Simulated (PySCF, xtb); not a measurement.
InH₂, SMILES [InH2], multiplicity 2.

Harmonic wavenumbers (cm⁻¹) from xtb 6.7.1 with GFN2-xTB at its own minimum, in rising order: 239, 611, 750.

**Question.** What does B3LYP-D3(BJ)/def2-TZVPD run with PySCF 2.14.0 give at its own minimum? (Estimate from the structure and the level; the computed values follow.)

**Answer.** 601, 1556, 1631. Paired by order, the mean absolute difference is 729 cm⁻¹ and the zero-point energies are 2.3 and 5.4 kcal/mol.
